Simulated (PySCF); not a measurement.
C3H10GeO3S.
Atom-mapped SMILES: `[CH3:1][O:2][GeH2:3][O:4][CH2:5][S@@:6]([CH3:7])=[O:8]` (hydrogens: H9, H10, H11 on C1; H12, H13 on Ge3; H14, H15 on C5; H16, H17, H18 on C7)

Cartesian coordinates in Å at the PBE0-D3(BJ)/def2-SVP level; atoms count from 1:
```
atom  x, y, z in Å
C1     3.1410    0.5381   -0.2568
O2     2.3003   -0.1747   -1.1071
Ge3    0.8190   -0.9560   -0.4684
O4     0.0165    0.5974    0.1337
C5    -0.7847    0.6087    1.2159
S6    -2.1192   -0.6775    0.9544
C7    -2.9573    0.1535   -0.4096
O8    -1.2566   -1.7538    0.2875
H9     2.6875    1.4889    0.0833
H10    4.0749    0.7829   -0.7905
H11    3.4231   -0.0360    0.6514
H12    1.2967   -1.7887    0.7322
H13    0.2708   -1.5330   -1.7676
H14   -0.3042    0.2863    2.1619
H15   -1.2791    1.5848    1.3660
H16   -3.5252   -0.6202   -0.9424
H17   -3.6384    0.9195   -0.0114
H18   -2.1927    0.5927   -1.0660
```

Method used: PySCF 2.14.0, density-fitted response routines, TDDFT CAM-B3LYP/def2-SVPD, vertical, gas phase, core orbitals frozen in the response. Relativistic effects, spin–orbit coupling among them, are left out although an element past zinc is present.

Transition dipole moments from the ground state, in atomic units and in the frame of the coordinates above (overall signs are arbitrary), for the states with f of 0.002 or more among the lowest 7:

```
state  E (hartree)      μx      μy      μz
   S1       0.2187   0.072  -0.232  -0.312
   S2       0.2406  -0.153   0.145  -0.047
   S3       0.2417  -0.469  -0.045  -0.284
   S4       0.2559  -0.455   0.128   0.328
   S5       0.2588  -0.144   0.131  -0.267
   S6       0.2621   0.432   0.059  -0.011
   S7       0.2664   0.086  -0.278  -0.074
```

Question: Work out the oscillator strengths.

Answer: f = (2/3) ΔE |μ|² with ΔE in hartree (27.2114 eV).

```csv
state,|μ|² (au),|μ| (D),f
S1,0.157,1.01,0.023
S2,0.047,0.55,0.007
S3,0.303,1.40,0.049
S4,0.331,1.46,0.056
S5,0.109,0.84,0.019
S6,0.190,1.11,0.033
S7,0.090,0.76,0.016
```

Question: Which bond between heavy atoms lies closest to the direction of the S4 transition dipole?

Answer: O4–C5, at 21° from it; next S6–O8 at 32°.

Question: What angle do the transition dipoles of S4 and S7 make?

Answer: |cos θ| = |μa·μb| / (|μa| |μb|) = 0.57, so θ ≈ 55° (taken between 0 and 90°, since the signs are arbitrary).

Question: What peak molar absorption coefficient would the strongest computed level give as a lone Gaussian band 0.4 eV wide at half height?

Answer: ε(max) = 2.175×10⁸ f / FWHM, with the width in cm⁻¹. S4: 2.175×10⁸ × 0.0565 / 3226 ≈ 3800 L mol⁻¹ cm⁻¹.

All these states lie below the vertical ionisation energy of 9.44 eV (ΔSCF).

One conformer stands for the species.
